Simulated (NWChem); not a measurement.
Everything below was run with NWChem. System: HSb, charge 0, spin multiplicity 3, at a geometry optimised with UPBE0/def2-SVP with def2 effective core potentials on Sb. The structure started from a generated list of species. Its SCF solution wasn't tested for a lower state. Level: UPBE/def2-TZVP with def2 effective core potentials on Sb.

Input file:

```
start mol
memory heap 200 mb stack 900 mb global 1100 mb
geometry units angstroms nocenter noautoz
  Sb     0.000000     0.000000     0.033170
  H      0.000000     0.000000    -1.691659
  symmetry group C2v
end
basis spherical
  * library def2-tzvp
end
ecp
  Sb library def2-ecp
end
dft
  xc xpbe96 cpbe96
  odft
  mult 3
  semidirect memsize 60000000 filesize 0
  iterations 100
end
task dft energy
```

Output (cleaned and shortened):

```
             Northwest Computational Chemistry Package (NWChem) 7.3.0
             --------------------------------------------------------

                                NWChem Input Module
                                -------------------

 Scaling coordinates for geometry "geometry" by  1.889725989
 (inverse scale =  0.529177249)

 Turning off AUTOSYM since
 SYMMETRY directive was detected!

                             Geometry "geometry" -> ""
                             -------------------------

 Output coordinates in angstroms (scale by  1.889725989 to convert to a.u.)

  No.       Tag          Charge          X              Y              Z
 ---- ---------------- ---------- -------------- -------------- --------------
    1 Sb                  51.0000     0.00000000     0.00000000     0.03317000
    2 H                    1.0000     0.00000000     0.00000000    -1.69165900

 Effective nuclear repulsion energy (a.u.)      15.6467914785

            Nuclear Dipole moment (a.u.)
            ----------------------------
        X                 Y               Z
 ---------------- ---------------- ----------------
     0.0000000000     0.0000000000     0.0000207870

      Symmetry information
      --------------------

 Group name             C2v
 Group number             16
 Group order               4
 No. of unique centers     2

      Symmetry unique atoms

     1    2


 Summary of "ao basis" -> "" (spherical)
 ------------------------------------------------------------------------------
       Tag                 Description            Shells   Functions and Types
 ---------------- ------------------------------  ------  ---------------------
 *                         def2-tzvp                  on all atoms

 Summary of "ao basis" -> "ao basis" (spherical)
 ------------------------------------------------------------------------------
       Tag                 Description            Shells   Functions and Types
 ---------------- ------------------------------  ------  ---------------------
 Sb                        def2-tzvp                16       50   6s5p3d2f
 H                         def2-tzvp                 4        6   3s1p

 Summary of "ao basis" -> "ao basis" (spherical)
 ------------------------------------------------------------------------------
       Tag                 Description            Shells   Functions and Types
 ---------------- ------------------------------  ------  ---------------------
 Sb                        def2-tzvp                16       50   6s5p3d2f
 H                         def2-tzvp                 4        6   3s1p

      Symmetry analysis of basis
      --------------------------

        a1         25
        a2          5
        b1         13
        b2         13

            General Information
            -------------------
          SCF calculation type: DFT
          Wavefunction type:  spin polarized.
          No. of atoms     :     2
          No. of electrons :    24
           Alpha electrons :    13
            Beta electrons :    11
          Charge           :     0
          Spin multiplicity:     3
          Use of symmetry is: on ; symmetry adaption is: on
          Maximum number of iterations: 100
          AO basis - number of functions:    56
                     number of shells:    20
          Convergence on energy requested:  1.00D-06
          Convergence on density requested:  1.00D-05
          Convergence on gradient requested:  5.00D-04

              XC Information
[...]
  ----- ------------  ---------------      ----- ------------  ---------------
    20      1.579297  1 Sb py                17     -1.280144  1 Sb py
    11      0.243327  1 Sb py                14     -0.089155  1 Sb py
     8      0.038224  1 Sb py

                     DFT Final Beta Molecular Orbital Analysis
                     -----------------------------------------

 Vector    9  Occ=1.000000D+00  E=-1.204867D+00  Symmetry=a1
              MO Center= -1.0D-16, -3.3D-16,  3.3D-02, r^2= 3.5D-01
   Bfn.  Coefficient  Atom+Function         Bfn.  Coefficient  Atom+Function
  ----- ------------  ---------------      ----- ------------  ---------------
    26      0.906679  1 Sb d  2              31      0.157263  1 Sb d  2

 Vector   10  Occ=1.000000D+00  E=-4.707537D-01  Symmetry=a1
              MO Center=  1.9D-16, -2.3D-16, -3.7D-01, r^2= 1.6D+00
   Bfn.  Coefficient  Atom+Function         Bfn.  Coefficient  Atom+Function
  ----- ------------  ---------------      ----- ------------  ---------------
     5      0.750476  1 Sb s                  3     -0.515298  1 Sb s
     2      0.465421  1 Sb s                  6      0.356940  1 Sb s
     4     -0.310083  1 Sb s                  1     -0.230346  1 Sb s
    52      0.140722  2 H  s                 51      0.093694  2 H  s
    12      0.063055  1 Sb pz                15     -0.059319  1 Sb pz

 Vector   11  Occ=1.000000D+00  E=-2.687722D-01  Symmetry=a1
              MO Center=  1.0D-15, -6.4D-16, -4.4D-01, r^2= 2.6D+00
   Bfn.  Coefficient  Atom+Function         Bfn.  Coefficient  Atom+Function
  ----- ------------  ---------------      ----- ------------  ---------------
     5      0.308714  1 Sb s                  6      0.303089  1 Sb s
    52     -0.296864  2 H  s                 12     -0.290539  1 Sb pz
    15      0.274381  1 Sb pz                18      0.265242  1 Sb pz
     3     -0.218791  1 Sb s                 53     -0.213161  2 H  s
     2      0.193460  1 Sb s                 51     -0.162154  2 H  s

 Vector   12  Occ=0.000000D+00  E=-1.377451D-01  Symmetry=b2
              MO Center=  1.9D-16,  2.4D-16,  6.7D-03, r^2= 2.9D+00
   Bfn.  Coefficient  Atom+Function         Bfn.  Coefficient  Atom+Function
  ----- ------------  ---------------      ----- ------------  ---------------
    17      0.461125  1 Sb py                11     -0.393214  1 Sb py
    14      0.378495  1 Sb py                20      0.350283  1 Sb py
     8     -0.062215  1 Sb py

 Vector   13  Occ=0.000000D+00  E=-1.377451D-01  Symmetry=b1
              MO Center= -2.2D-16, -7.1D-17,  6.7D-03, r^2= 2.9D+00
   Bfn.  Coefficient  Atom+Function         Bfn.  Coefficient  Atom+Function
  ----- ------------  ---------------      ----- ------------  ---------------
    16      0.461125  1 Sb px                10     -0.393214  1 Sb px
    13      0.378495  1 Sb px                19      0.350283  1 Sb px
     7     -0.062215  1 Sb px

 Vector   14  Occ=0.000000D+00  E=-7.592880D-03  Symmetry=a1
              MO Center= -1.1D-15,  6.2D-15, -1.1D-01, r^2= 4.7D+00
   Bfn.  Coefficient  Atom+Function         Bfn.  Coefficient  Atom+Function
  ----- ------------  ---------------      ----- ------------  ---------------
    53      1.256317  2 H  s                 21      0.793997  1 Sb pz
     6     -0.613225  1 Sb s                 18      0.501646  1 Sb pz
     5     -0.302791  1 Sb s                 12     -0.238424  1 Sb pz
    15      0.213074  1 Sb pz                52      0.199692  2 H  s
     3      0.181911  1 Sb s                  2     -0.158778  1 Sb s

   alpha - beta orbital overlaps
   -----------------------------

   alpha      1      2      3      4      5      6      7      8      9     10
    beta      1      2      3      4      8      9      5      6      7     10
 overlap   1.000  1.000  1.000  1.000  1.000  1.000  1.000  1.000  1.000  0.997

   alpha     11     12     13     14     15     16     17     18     19     20
    beta     11     12     13     14     15     16     17     18     19     20
 overlap   0.997  0.999  0.999  0.997  0.999  0.999  0.999  0.994  1.000  1.000

   alpha     21     22     23     24     25     26     27     28     29     30
    beta     21     22     23     24     25     26     30     31     29     28
 overlap   1.000  1.000  0.994  0.997  0.999  0.999  1.000  1.000  1.000  1.000

   alpha     31     32     33     34     35     36     37     38     39     40
    beta     27     32     33     34     38     39     35     36     37     40
 overlap   0.999  0.999  0.999  0.999  1.000  1.000  1.000  1.000  1.000  1.000

   alpha     41     42     43     44     45     46     47     48     49     50
    beta     41     42     45     46     43     44     47     48     49     50
 overlap   1.000  1.000  1.000  1.000  1.000  1.000  1.000  1.000  1.000  1.000

   alpha     51     52     53     54     55     56
    beta     51     52     53     54     55     56
 overlap   1.000  1.000  1.000  1.000  1.000  1.000

     --------------------------
     Expectation value of S2:
     --------------------------
      <S2> =      2.0043 (Exact =     2.0000)

 center of mass
 --------------
 x =   0.00000000 y =   0.00000000 z =   0.03573680

 moments of inertia (a.u.)
 ------------------
          10.618660126600           0.000000000000           0.000000000000
           0.000000000000          10.618660126600           0.000000000000
           0.000000000000           0.000000000000           0.000000000000

     Multipole analysis of the density
     ---------------------------------

     L   x y z        total         alpha         beta         nuclear
     -   - - -        -----         -----         ----         -------
     0   0 0 0     -0.000000    -13.000000    -11.000000     24.000000

     1   1 0 0     -0.000000     -0.000000     -0.000000      0.000000
     1   0 1 0     -0.000000     -0.000000     -0.000000      0.000000
     1   0 0 1      0.105456      0.883864      0.976673     -1.755081

     2   2 0 0    -20.173971    -14.029893     -6.144078      0.000000
     2   1 1 0     -0.000000     -0.000000     -0.000000      0.000000
     2   1 0 1      0.000000      0.000000     -0.000000      0.000000
     2   0 2 0    -20.173971    -14.029893     -6.144078      0.000000
     2   0 1 1      0.000000      0.000000      0.000000      0.000000
     2   0 0 2    -20.291018    -16.940614    -13.660123     10.309719

 Task  times  cpu:        1.2s     wall:        1.2s

 Total times  cpu:        1.2s     wall:        1.2s
```
